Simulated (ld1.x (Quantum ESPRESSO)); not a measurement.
# An odd input for ld1.x (Quantum ESPRESSO) 7.5 (bismuth (Bi))

Command:

```bash
ld1.x < Bi.in > Bi.out
```

Input:

```
&input
   title='Bi', zed=83., rel=1, dft='PZ', iswitch=3,
   config='[Xe] 4f14 5d10 6s2 6p3',
   nld=3, rlderiv=3.05, eminld=-4.0, emaxld=5.0, deld=0.02
 /
 &inputp
   pseudotype=3, tm=.true., lloc=-1, rcloc=2.35,
   nlcc=.true., rcore=1.10,
   which_augfun='PSQ', rmatch_augfun_nc=.true.,
   file_pseudopw='Bi.UPF', file_wfcaegen='ae.wfc', file_wfcncgen='nc.wfc', file_beta='beta', file_chi='chi', file_wfcusgen='us.wfc'
 /
6
6S  2  0   2.00   0.00  1.60  2.05  0.0
6S  1  0   0.00  -0.15  1.60  2.05  0.0
6P  2  1   3.00   0.00  2.35  2.80  0.0
6P  2  1   0.00   0.85  2.35  2.80  0.0
5D  3  2  10.00   0.00  2.15  2.25  0.0
5D  3  2   0.00  -0.90  2.15  2.25  0.0
 &test
   configts(1)='5d10 6s2 6p3'
 /
```

This is an input that runs to its end, with one change: pseudo principal number of 6S raised by one.

Q: How does the run end?

A: The program runs through. The occupied levels of the test differ from the all-electron ones by at most 0.00000 Ry (unchanged input: 0.00000 Ry).

```

     ------------------- End of pseudopotential generation -------------------

     Computing logarithmic derivative in   3.04174
     Computing logarithmic derivative in   3.04174
     Computing the partial wave expansion
     R is outside the sphere for l=    0 j= 0.00
     R is outside the sphere for l=    0 j= 0.00
     R is outside the sphere for l=    1 j= 0.00
     R is outside the sphere for l=    1 j= 0.00
     R is outside the sphere for l=    2 j= 0.00
     R is outside the sphere for l=    2 j= 0.00

     ---------------------- Testing the pseudopotential ----------------------

     Bi
     scalar relativistic calculation

     atomic number is 83.00   valence charge is 15.00
     dft =PZ   lsd =0 sic =0 latt =0  beta=0.20 tr2=1.0E-14
     mesh =1283 r(mesh) = 100.09897 xmin = -7.00 dx = 0.01250

     n l     nl             e AE (Ry)        e PS (Ry)    De AE-PS (Ry)
     3 2     5D   1(10.00)       -1.99788       -1.99788        0.00000
     1 0     6S   1( 2.00)       -1.08485       -1.08485        0.00000
     2 1     6P   1( 3.00)       -0.35092       -0.35092        0.00000

     eps = 5.3E-16  iter =  3

     Etot =  -43038.636449 Ry,  -21519.318224 Ha, -585570.479956 eV
     Etotps =  -164.783487 Ry,     -82.391743 Ha,   -2241.993550 eV

     Ekin =      24.021751 Ry,      12.010876 Ha,     326.832578 eV
     Encl =    -296.119022 Ry,    -148.059511 Ha,   -4028.904548 eV
     Ehrt =     129.165366 Ry,      64.582683 Ha,    1757.384326 eV
     Ecxc =     -38.142359 Ry,     -19.071180 Ha,    -518.953232 eV
     (Ecc =     -15.327873 Ry,      -7.663936 Ha,    -208.546336 eV)
     Epseu=      16.290778 Ry,       8.145389 Ha,     221.647327 eV

     ---------------------- End of pseudopotential test ----------------------
```
